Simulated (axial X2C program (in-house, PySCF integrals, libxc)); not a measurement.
**Nuclear properties of SrZr**

Computed with an in-house all-electron X2C program for linear molecules (integrals from PySCF): two-component X2C with atomic mean-field Coulomb and Gaunt terms, Gaussian nuclei, basis Zr dyall-cv3z, Sr dyall-cv3z with contracted cores.

R = 3.378 Å (near the PBE0 minimum at charge 0 of the determinant lowest at the starting distance; the state shown can have its own minimum elsewhere).

Determinant lowest in the PBE0 search, Ω = 4 (⟨Sz⟩ = 2.00, ⟨Lz⟩ = 2.00 at PBE0), spin on the atoms Zr 1.69, Sr 0.31:

| level | Eeff magnitude (GV/cm) | Ws magnitude Zr (kHz) | Ws magnitude Sr (kHz) | A∥/gI Zr (MHz) | qzz Zr (a.u.) | A∥/gI Sr (MHz) | qzz Sr (a.u.) | μ (D) |
| --- | --- | --- | --- | --- | --- | --- | --- | --- |
| PBE0 | 0.0219 | 0.174 | 0.176 | 343 | -0.22 | 88.8 | -0.26 | 1.07 |
| HF | 1.03 | 0.119 | 0.247 | 324 | -0.05 | 24.9 | -0.21 | -0.52 |
| PBE50 | 0.406 | 0.167 | 0.218 | 337 | -0.16 | 77.4 | -0.30 | 0.62 |
| PBE | 0.511 | 0.151 | 0.0998 | 348 | -0.29 | 74.2 | -0.23 | 1.51 |
| r2SCAN | 0.207 | 0.199 | 0.226 | 395 | -0.33 | 83.6 | -0.33 | 0.92 |

Eeff is the effective electric field on the electron electric dipole moment in this Ω state and Ws the scalar–pseudoscalar constant of the nucleus named (defined with the proton number Z and per Ω); A∥ (defined per Ω) follows by multiplying with gI = μI/(I μN); qzz is the electric field gradient, eQq0 = 234.96 MHz × Q/barn × qzz; μ is positive if the Sr end (last atom) is positive. The operators were transformed with the bare-nucleus X2C matrices; with these basis sets, hyperfine constants and field gradients can be off by tens of per cent, and where levels differ in sign neither size nor sign is settled.

With gI(91Zr) = -0.5214, Q(87Sr) = 0.305 barn (g factors from the IAEA table of nuclear moments by Stone; Q from Pyykkö, Mol. Phys. 2018), turn the PBE0 values of the first state into constants in MHz.

A∥(91Zr) = 343 × -0.5214 = -179 MHz; eQq0(87Sr) = 234.96 × (0.305) × (-0.26) = -18.6 MHz.

Each state is one determinant with collinear spin, which with several unpaired electrons need not be a pure state. Unrestricted Hartree–Fock can overshoot spin polarisation at the nuclei. In the state Ω = 4 the sign of Eeff differs between levels (HF, PBE50, r2SCAN against PBE0). With several open shells hyperfine constants can be off by a factor of several. Where Eeff spreads by more than a factor of two the levels disagree and none is to be relied on. Open-shell Ω = 0 determinants with evenly filled partner blocks cannot be reached by this program, so the Ω shown need not be the lowest component. At HF a later determinant lies lower. States lie within half an eV, so the first need not be the ground state. Further determinants of the search, some of them spin-mixed, are not shown. Where a field gradient or hyperfine factor spreads by more than a factor of two over the levels, a constant derived from it is not to be relied on.
